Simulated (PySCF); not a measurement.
# Hartree-Fock beside MP2: AlH2NO

These are calculations, not measurements. They come from PySCF 2.14.0, an open-source quantum chemistry program, on an isolated molecule that a program drew, which may never have been made. The molecule is AlH2NO (charge 0, singlet), drawn as the SMILES string `[NH2][Al]=[O]`.

The geometry was optimised and harmonic frequencies were computed with HF and MP2, all in the cc-pV(D+d)Z basis, for the commonest isotopes, with a restricted reference for singlets and an unrestricted one otherwise, and a frozen core in MP2. Each result is a local minimum of its method.

Geometry at the HF minimum:
```xyz
5
AlH2NO, angstrom
N    -0.7406    2.0295   -0.2852
Al    0.6096    1.9653   -1.3875
O     1.8284    1.9074   -2.3827
H    -0.7701    2.5700    0.5593
H    -1.6039    1.5323   -0.4014
```

Lengths of the bonds as drawn, in Å (atoms numbered as above):
| bond | HF | MP2 |
|---|---|---|
| N1-Al2 | 1.744 | 1.765 |
| Al2-O3 | 1.575 | 1.630 |
| N1-H4 | 1.003 | 1.016 |
| N1-H5 | 1.003 | 1.016 |

Rotational constants, in GHz:
```
constant,HF,MP2
A,372.1,360.5
B,5.443,5.212
C,5.364,5.138
```

Harmonic frequencies in cm^-1, each column in rising order, so a row needn't be the same motion in every method:
```
rank,HF,MP2
1,213,98
2,241,178
3,336,203
4,692,634
5,775,720
6,1241,1109
7,1658,?
8,3779,3619
9,3862,3720
```

**Estimate the missing MP2 frequency from the HF column.**

A single factor s that minimises the squared misfit of MP2 against s times HF over the other rows is sum(HF x MP2) / sum(HF^2) = 0.9537, with an rms misfit of 67 cm^-1. For rank 7 it gives 0.9537 x 1658 = 1581 cm^-1. The calculation gives 1532 cm^-1, 49 cm^-1 below the estimate. The drawn bonds are on average 1.8 % longer in MP2 than in HF.
